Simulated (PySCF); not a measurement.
# Working out the ionisation energy of Al⁺

Al⁺ [Ne] 3s2 (1S) → Al²⁺ [Ne] 3s1 (2S). Calculation: PySCF 2.14, in x2c-QZVPPall with one added diffuse shell each of s, p, d, f type (10s7p5d3f1g, 86 functions); the spin-free X2C one-electron Hamiltonian (Gaussian nucleus). Frozen: 1s2. Energies in hartree (1 hartree = 27.21139 eV):

```csv
part,Al⁺ (lower),Al²⁺ (upper)
UHF,-242.111693,-241.466720
MP2 opposite-spin,-0.148607,-0.115323
MP2 same-spin,-0.050426,-0.046766
```

Task: What does Hartree-Fock give?

Result: (-241.466720) − (-242.111693) = 0.644973 hartree = 17.551 eV.

Task: What do MP2 and SCS-MP2 (6/5 opposite-spin, 1/3 same-spin) give?

Result: The opposite-spin parts differ by 0.906 eV and the same-spin parts by 0.100 eV. MP2: 17.551 + (0.906) + (0.100) = 18.557 eV. SCS-MP2: 17.551 + 1.2 × (0.906) + (0.100)/3 = 18.672 eV.

Measured between the centres of the two terms (NIST): 18.829 eV, so MP2 (valence and next inner shell) is off by -0.272 eV.

What remains against the reference includes basis incompleteness, the frozen core and correlation beyond second order.
